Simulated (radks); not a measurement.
The numbers below are computed, except where a source is named.
Species: Ba I. Configuration: [Kr] 4d10 5s2 5p5.5 6s2 5d0.5 (fractional occupations, a model configuration).

Level of theory: Dirac Kohn-Sham, LDA (Slater exchange, Perdew-Wang correlation), spin-unpolarised, spherical densities, finite nucleus; open shells fill j = l - 1/2 first; Fermi nuclear charge, rms radius 4.8378 fm (a radial shooting solver on a logarithmic mesh with Libxc functionals).

Energy parts (hartree):
| part | energy |
|---|---|
| total | -8132.4355 |
| kinetic | 8678.5752 |
| electron-nucleus | -19780.6362 |
| Hartree | 3161.4173 |
| exchange-correlation | -191.7918 |

Orbitals (lengths in bohr, moments of r in powers of bohr; r(90%) holds 90 % of the orbital's charge):
| orbital | occ. | eigenvalue (hartree) | r(90%) | <r^2> | <1/r> |
|---|---|---|---|---|---|
| 1s1/2 | 2 | -1366.646 | 0.0461 | 0.0008899 | 60.64 |
| 2s1/2 | 2 | -216.0228 | 0.170 | 0.01417 | 14.24 |
| 2p1/2 | 2 | -203.5991 | 0.151 | 0.01042 | 14.23 |
| 2p3/2 | 4 | -189.5889 | 0.159 | 0.01169 | 12.99 |
| 3s1/2 | 2 | -45.62866 | 0.429 | 0.09760 | 5.113 |
| 3p1/2 | 2 | -40.40096 | 0.424 | 0.09231 | 5.029 |
| 3p3/2 | 4 | -37.69430 | 0.440 | 0.1001 | 4.719 |
| 3d3/2 | 4 | -28.48275 | 0.415 | 0.08272 | 4.583 |
| 3d5/2 | 6 | -27.90509 | 0.420 | 0.08494 | 4.504 |
| 4s1/2 | 2 | -8.98557 | 0.970 | 0.5134 | 2.105 |
| 4p1/2 | 2 | -7.08445 | 1.02 | 0.5531 | 2.001 |
| 4p3/2 | 4 | -6.51554 | 1.06 | 0.5976 | 1.899 |
| 4d3/2 | 4 | -3.40418 | 1.20 | 0.7344 | 1.672 |
| 4d5/2 | 6 | -3.30753 | 1.21 | 0.7530 | 1.647 |
| 5s1/2 | 2 | -1.28249 | 2.34 | 2.981 | 0.8158 |
| 5p1/2 | 2 | -0.78193 | 2.70 | 3.869 | 0.7131 |
| 5p3/2 | 3.5 | -0.70235 | 2.83 | 4.240 | 0.6770 |
| 6s1/2 | 2 | -0.13046 | 6.74 | 23.94 | 0.2742 |
| 5d3/2 | 0.5 | -0.09841 | 5.26 | 13.00 | 0.4028 |
| 5d5/2 | 0 | -0.09318 | 5.38 | 13.59 | 0.3939 |

The highest occupied level is 5d3/2 at -2.678 eV. The electron density at the nucleus is 3.214e+05 e/bohr^3.
